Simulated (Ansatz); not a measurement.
The same molecule with X = O, S, Se, Te. Ansatz, PBE0-D4/def2-TZVP geometries, multiplicity 1.

Elements past krypton have def2 core potentials. Scalar relativity is left out up to krypton.

| X | molecule | mean X–C bond length / Å | mean X–Ge bond length / Å | HOMO–LUMO gap (PBE/def2-TZVPP) / eV | LUMO energy (ωB97M-V/def2-TZVPP) / eV | HOMO–LUMO gap (PBE0/def2-TZVPP) / eV |
| --- | --- | --- | --- | --- | --- | --- |
| S | `C[S][GeH3]` | 1.813 | 2.212 | 4.80 | 1.94 | 6.90 |
| Se | `C[Se][GeH3]` | 1.956 | 2.344 | 4.30 | 1.59 | 6.29 |
| Te | `C[Te][GeH3]` | 2.149 | 2.547 | 3.46 | 0.95 | 5.28 |

Task: Give the row for X = O, `C[O][GeH3]`. (Estimate.)

Result: The calculation gave: 
```tsv
X	molecule	mean X–C bond length / Å	mean X–Ge bond length / Å	HOMO–LUMO gap (PBE/def2-TZVPP) / eV	LUMO energy (ωB97M-V/def2-TZVPP) / eV	HOMO–LUMO gap (PBE0/def2-TZVPP) / eV
O	`C[O][GeH3]`	1.406	1.779	5.64	2.08	8.08
```

From O to Te the mean X–C bond length rises at each step, by 0.743 Å in all; the mean X–Ge bond length rises at each step, by 0.768 Å in all; the HOMO–LUMO gap (PBE/def2-TZVPP) falls at each step, by 2.18 eV in all; the LUMO energy (ωB97M-V/def2-TZVPP) falls at each step, by 1.13 eV in all; the HOMO–LUMO gap (PBE0/def2-TZVPP) falls at each step, by 2.80 eV in all. Bonds lengthen as the atom grows down the group.

Spin–orbit coupling is left out; it splits and shifts lone-pair levels of the heavy atoms by tenths of an eV.
